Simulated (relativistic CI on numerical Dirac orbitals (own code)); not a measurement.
V+ in a cubic cluster: 2p photoemission with charge transfer

Computed with a charge-transfer multiplet model of a cubic metal-ligand cluster with up to one ligand hole, Slater and spin-orbit integrals from Dirac-Coulomb-Breit ions, Slater integrals scaled by 0.9. The ground state mixes d4 with configurations of k ligand holes L, whose averages lie at kΔ + k(k − 1)U_dd/2; a core hole lowers each added d electron by U_cd. 300 K, Lorentzian 0.6 eV and Gaussian 0.8 eV FWHM.

Atomic integrals in eV (Slater integrals scaled, ζ unscaled), ground: F2dd 6.798, F4dd 4.177, zeta_d 0.015; with the core hole: F2dd 8.831, F4dd 5.496, zeta_d 0.030, zeta_core 4.613, F2cd 4.854, G1cd 3.498, G3cd 1.984.

Cluster parameters (eV): U_dd = 4.8, U_cd = 5.4, 10Dq = 1.25, 10Dq(ligand) = 1.5, V(eg) = 2.7, V(t2g) = -1.19, final-state hopping factor = 0.9.

```
       Case   n_d    d4   d5L     S
 Δ = 7.5 eV  4.21  0.79  0.21  2.00
 Δ = 8.5 eV  4.18  0.82  0.18  2.00
Δ = 11.5 eV  4.13  0.87  0.13  2.00
```

Weights, n_d and S are thermal averages at 300 K. Binding energies count from the first peak over 30 % of the highest in each spectrum, which can be another peak from case to case. The parameters are a model scan and need not match a compound or its usual spin state. Peaks in eV (height, largest 100):
- Δ = 7.5 eV: 0.0 (100), 5.1 (22), 8.9 (53)
- Δ = 8.5 eV: 0.0 (100), 5.2 (20), 8.9 (51)
- Δ = 11.5 eV: 0.0 (100), 0.7 (94), 8.7 (57)

For the case Δ = 8.5 eV, Δ = 8.5 eV is larger than U_dd = 4.8 eV, the Mott-Hubbard side of the Zaanen-Sawatzky-Allen scheme. With the core hole the configuration with one ligand hole lies at Δ − U_cd = 2.1, 3.1, 6.1 eV from the one without, in the order of the table; where this is negative the screened configuration lies lower, though the effective hopping of about 4.5 eV (from the holes of the mixed ground state) mixes the two strongly wherever it is as large as the gap.

With at most 1 ligand hole the space is cut while the next configuration still counts, so covalency is underestimated, and a final configuration with one more ligand hole, which can lie low, is missing from the spectra.
